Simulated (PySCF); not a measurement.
GeH₆S, closed shell: at a first-order saddle point.

run.py

```python
import json, numpy as np
from pyscf import gto, scf, dft, mp, cc
EV, BOHR = 27.211386245988, 0.529177210903
mol = gto.M(atom="""
Ge -0.577339 -0.602118 -0.174945
S 1.733220 0.406464 0.625495
H 0.062741 -1.488325 -1.240890
H -0.663952 -1.236562 1.228562
H -2.044167 -0.230241 -0.522495
H 0.608481 0.997486 -0.495290
H -0.238271 1.009384 -0.986392
H 1.119287 1.143711 1.565956
""", basis="def2-tzvpp", charge=0, spin=0, max_memory=7225, verbose=0)
def mean_field(mol, dm=None):
    mf = dft.RKS(mol, xc="pbe").density_fit()
    mf.conv_tol = 1e-9; mf.grids.level = 4
    mf.kernel(dm0=dm)
    if not mf.converged: mf = mf.newton().run(mf.mo_coeff, mf.mo_occ)
    assert mf.converged
    return mf
def d4(mol):
    from pyscf.dispersion.dftd4 import DFTD4Dispersion
    real = gto.M(atom=[(mol.atom_pure_symbol(i), mol.atom_coord(i)) for i in range(8)], unit='B', charge=mol.charge, spin=None, basis='def2-svp', verbose=0)
    r = DFTD4Dispersion(real, xc="pbe", atm=True).get_dispersion(grad=True); return r["energy"], r["gradient"]
def energy_and_gradient(mol, dm=None):
    mf = mean_field(mol, dm); e, g = d4(mol)
    return mf, (mf.e_tot + e) * EV, (mf.nuc_grad_method().kernel()[:8] + g) * EV / BOHR
out = {}
mf = mean_field(mol); e = d4(mol)[0]
out.update(energy=(mf.e_tot + e) * EV, converged=True, dispersion=e * EV)
out['s2'] = mf.spin_square()[0]; out['nelec'] = mol.nelec
print(f"Total energy {out['energy']:.6f} eV, <S^2> {out['s2']:.4f}")
json.dump(out, open("out.json", "w"), default=float)
```

Command:

```bash
OMP_NUM_THREADS=4 python run.py
```

It printed (PySCF 2.14):

```
Total energy -67435.803731 eV, <S^2> 0.0000
```

Time: 5 s of wall clock on 4 CPU threads of an Intel Xeon 6975P-C; the host was shared. Peak host memory: 0.61 GiB.
